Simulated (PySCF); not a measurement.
Compound: C6H12OP2.
SMILES with atom numbers: `[CH2:1]=[CH:2][CH2:3]/[P:4]=[P:5]/[CH2:6][CH2:7][CH2:8][OH:9]` (hydrogens: H10, H11 on C1; H12 on C2; H13, H14 on C3; H15, H16 on C6; H17, H18 on C7; H19, H20 on C8; H21 on O9)

All values: PBE0/pcSseg-1 (PySCF, non-relativistic), on one gas-phase PBE0-D3(BJ)/def2-SVP geometry that isn't relaxed in the solvent. The solvent is an IEF-PCM continuum (cavity from Bondi-type radii × 1.2). Only the electrostatic response of the medium enters.

Gas phase at PBE0/pcSseg-1: HOMO -6.83 eV, LUMO -2.32 eV, dipole 1.46 D.

Task: What does the continuum do to the energy, the frontier levels and the dipole at PBE0/pcSseg-1 in chloroform and tetrahydrofuran?

Result: 
```csv
solvent,ε,E(solvent) − E(gas) (kcal/mol),polarisation term (kcal/mol),distortion of the solute (kcal/mol),HOMO (eV),LUMO (eV),dipole (D)
chloroform,4.711,-5.42,-5.88,0.46,-6.83,-2.28,1.59
tetrahydrofuran,7.426,-6.28,-6.90,0.62,-6.84,-2.28,1.62
```

Polarisation term: ½ Σ q·V over the induced surface charges. Distortion: the rise of the solute's own energy as its density leaves the gas-phase optimum. From chloroform to tetrahydrofuran the lowering changes by a factor 1.16, Onsager's factor (ε − 1)/(2ε + 1) by 1.14 and ε itself by 1.6.

Task: Which radius a makes the point-dipole formula ΔE = −[(ε − 1)/(2ε + 1)]·μ²/a³ give the value in tetrahydrofuran, with the gas-phase dipole?

Result: μ = 0.574 au and |ΔE| = 0.01000 Eh give a = 1.26 Å; the farthest nucleus lies 5.08 Å from the centroid of the nuclei, so such a sphere wouldn't even hold the nuclei. The formula assumes a rigid point dipole at the centre of a sphere.

Task: Which Hirshfeld charges (PBE0/pcSseg-1) respond most in chloroform (means over atoms taken as equivalent)?

Result: 
| atoms | environment | gas (e) | solvent (e) | change |
| --- | --- | --- | --- | --- |
| O9 | alcohol oxygen | -0.229 | -0.246 | -0.017 |
| P5 | phosphorus bonded to C and P | +0.048 | +0.035 | -0.013 |
| H21 | hydroxyl hydrogen | +0.164 | +0.173 | +0.009 |
| C1 | terminal =CH2 carbon | -0.103 | -0.110 | -0.007 |
| P4 | phosphorus bonded to C and P | +0.047 | +0.041 | -0.006 |
| H15/H16 | methylene hydrogen | +0.041 | +0.046 | +0.005 |
| H13/H14 | methylene hydrogen | +0.046 | +0.050 | +0.004 |
| C6 | sp3 carbon bound to phosphorus | -0.113 | -0.109 | +0.004 |
